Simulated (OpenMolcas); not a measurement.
**Fe2+: Racah parameters, the spin-orbit constant, worked from levels**

```json
{
  "Program": "OpenMolcas",
  "Basis": "ANO-R1 [5s4p2d1f]",
  "Scalar Hamiltonian": "X2C, finite nucleus",
  "Active space": "6 electrons in 6 orbitals (3d 4s)",
  "State averaging": "2S+1 = 5 even, 30 roots; 2S+1 = 7 even, 1 root kept (CI in the orbitals of an earlier block); 2S+1 = 3 even, 122 roots kept (CI in the orbitals of an earlier block, 98 in the spin-orbit step); 2S+1 = 1 even, 96 roots kept (CI in the orbitals of an earlier block, 69 in the spin-orbit step)",
  "Spin-orbit coupling": "RASSI with atomic mean-field integrals over the reference wave functions, term energies averaged over their components"
}
```

Methods: CASSCF; MS-CASPT2, IPEA 0.25 Eh, imaginary shift 0.1 Eh (closed shells correlated: 3s 3p). Measured levels: Corliss and Sugar, J. Phys. Chem. Ref. Data 11, 135 (1982).

**Racah parameters.** Above ⁵D, d6 has ³G at 9B + 4C, ³H at 4B + 4C and ³D at 16B + 4C. The first two fix B and C, and the third tests them; where it misses by thousands of cm-1, two parameters do not describe the configuration (Trees and configuration-interaction terms are left out) and B and C hang on the terms chosen. Term energies are centres of gravity, weighted by 2J + 1.

| Source | ³G | ³H | B | C | C/B | ³D from B, C | ³D found |
| --- | --- | --- | --- | --- | --- | --- | --- |
| CASSCF | 30021 | 23606 | 1283 | 4618 | 3.60 | 39000 | 38694 |
| MS-CASPT2 | 25538 | 20821 | 943 | 4262 | 4.52 | 32136 | 31552 |
| measured | 24415 | 19829 | 917 | 4040 | 4.41 | 30832 |  |

Energies in cm-1. From CASSCF to MS-CASPT2, B changes by -26.5 % and C by -7.7 %. Against the measured terms, MS-CASPT2 has B off by +2.8 % and C by +5.5 %.

**The spin-orbit constant.** For the Hund term ⁵D of d6, E(J) = (A/2) J(J+1) + constant and ζ = -2S·A = -4A. From J = 0 to J = 4 the energy changes by 10 A.

| Source | E(4) - E(0) | A | ζ |
| --- | --- | --- | --- |
| CASSCF | -1148.2 | -114.8 | 459 |
| MS-CASPT2 | -1139.8 | -114.0 | 456 |
| measured | -1027.3 | -102.7 | 411 |

All in cm-1. MS-CASPT2 is off by +11.0 % and CASSCF by +11.8 %. Both methods take the spin-orbit matrix elements from the reference wave functions, so the second can move ζ only through the term energies and any multistate remixing. Second-order mixing with other terms is absorbed into this ζ.

Term energies are means over components that CASPT2 splits; among the terms shown or strongly mixed into the levels shown the widest spread is 56 cm-1 (3d⁶ ³H, MS-CASPT2). Some high roots are left out of the spin-orbit mixing, which shifts the levels that they would mix with. Terms from blocks run as CI alone lack orbitals of their own. Without dynamic correlation excited terms often stand tens of per cent too high (terms of higher spin than the ground term too low), and those without a measured partner can miss by more than the paired ones (holds for CASSCF). Blocks of more than 70 roots (2S+1 = 3 even) ran without multistate coupling (holds for MS-CASPT2). Computed and measured levels are paired by configuration, term and J; levels that our copy of the source lacks, or whose pairing is in doubt (as where it misses far off the trend of its configuration), stay unpaired and out of the deviations. Only configurations of the active space appear.
